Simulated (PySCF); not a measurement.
**Working with the constants of MgTl⁻**

ωB97X constants of MgTl⁻, ³Σ⁻ (triplet), unpaired electrons π ↑↑ (basis Mg aug-cc-pVDZ, Tl aug-cc-pVDZ-PP with ECP60; scalar-relativistic core potentials; PySCF 2.14; masses 23.9850 and 204.9744 u):

* ωe: 165.0 cm⁻¹
* ωexe: 1.2 cm⁻¹
* Be: 0.093605 cm⁻¹
* αe: 0.000816 cm⁻¹
* D (centrifugal): 1.21e-07 cm⁻¹

Problem. Give the vibrational terms G(v) and spacings up to v = 6.

Solution. G(v) = ωe(v+½) − ωexe(v+½)².

```tsv
v	G(v) (cm⁻¹)	G(v) − G(v−1)	Bv (cm⁻¹)
0	82		0.09320
1	245	163	0.09238
2	405	160	0.09156
3	563	158	0.09075
4	718	155	0.08993
5	871	153	0.08912
6	1022	151	0.08830
```

These are scalar-relativistic numbers at best; spin–orbit coupling would shift them, the dissociation energy most. The state is the lowest determinant that a PBE0 search found; another state may lie lower at other levels.
